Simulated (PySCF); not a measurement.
PbI, SMILES [I][Pb+] (connectivity only; charge and spin as stated), charge +1, multiplicity 1.

Geometry optimised at r2SCAN-D4/def2-TZVP. The multiplicity is an assumed one; other spin states were not compared. The def2 effective core potentials stand for the cores of I, Pb; spin–orbit coupling is left out.

All values below come from PBE0/def2-TZVPD (PySCF).

The molecule is in vacuum.

**Question.** Estimate the frontier levels, gap, dipole moment and polarisability. (Estimate from the structure and the level; the computed values follow.)

**Answer.** 
The highest occupied level is -13.02 eV and the lowest empty level comes out as -8.48 eV. The orbital gap comes out as 4.53 eV. The dipole moment about the centre of nuclear charge is 3.61 D and the mean static polarisability comes out as 64.9 bohr³ (9.61 Å³). The polarisability, principal values comes out as 46.6, 46.6, 101.4 bohr³.
